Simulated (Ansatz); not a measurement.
Geometry optimisation, RKS B3LYP-D4/def2-SVP in Ansatz.

input.yaml

```yaml
crystal:
  periodic: [false, false, false]
  atoms:
    - { symbol: Ge, position_ang: [0.0, 0.0, 0.0] }
    - { symbol: H, position_ang: [0.0, 0.0, 1.9] }
    - { symbol: H, position_ang: [1.4616, 0.0, -0.5162] }
    - { symbol: Cl, position_ang: [-1.0456, 1.8115, -0.7393] }
    - { symbol: H, position_ang: [-0.73, -1.2648, -0.5162] }
    - { symbol: "N", position_ang: [0.8285, 1.9267, 0.6969] }
    - { symbol: H, position_ang: [1.668, 1.9396, 1.3439] }
    - { symbol: H, position_ang: [0.3863, 2.8379, 0.3841] }
    - { symbol: H, position_ang: [0.4047, 0.9412, 1.831] }
basis:
  gaussian: { orbitals: def2-SVP }
hamiltonian:
  xc: b3lyp
  dispersion: d4
relax:
  f_tol: 0.15
  max_steps: 25
  restrain:
    - { distance: [0, 5], at: 1.91, k: 30.0 }
    - { distance: [8, 1], at: 0.66, k: 30.0 }
    - { distance: [0, 1], at: 2.75, k: 30.0 }
    - { distance: [8, 5], at: 2.26, k: 30.0 }
```

Command:

```bash
$ ansatz run input.yaml --threads 2 --pin off --max-ram 3072MiB --backend cpu --events-out ev --progress --plain --runs-dir out
```

Where does it end, and by what steps?

It converged. The restraints hold the end off the free minimum. After 10 steps the energy has fallen by 4.315 eV (the restraints' own energy left out); H5 moved furthest, 1.13 Å. Joined: H2–H9 (1.03 → 0.72 Å).

| step | energy less start (eV) | largest force component (eV/Å) | accepted |
| --- | --- | --- | --- |
| 0 | 0.0000 | 4.447 | yes |
| 1 | -0.1311 | 3.170 | yes |
| 2 | -1.0892 | 3.228 | yes |
| 3 | -2.3886 | 2.537 | yes |
| 4 | -3.1790 | 1.958 | yes |
| 5 | -3.6425 | 1.571 | yes |
| 6 | -3.9886 | 1.434 | yes |
| 7 | -4.2154 | 1.659 | yes |
| 8 | -4.2900 | 1.534 | yes |
| 9 | -4.2970 | 1.638 | yes |
| 10 | -4.3154 | 1.677 | yes |

```xyz
9
Properties=species:S:1:pos:R:3
Ge 0.226 0.523 -0.410
H 0.030 -0.029 2.292
H 1.391 -0.123 -1.184
Cl -1.128 1.496 -1.816
H -0.635 -0.518 0.328
N 0.916 1.968 0.577
H 1.664 1.740 1.232
H 0.195 2.506 1.054
H 0.314 0.629 2.311
```

Time of the run: 11 s on 2 threads of AMD EPYC 9R45 96-Core Processor (Zen 5) (shared host), peak memory 0.22 GiB.
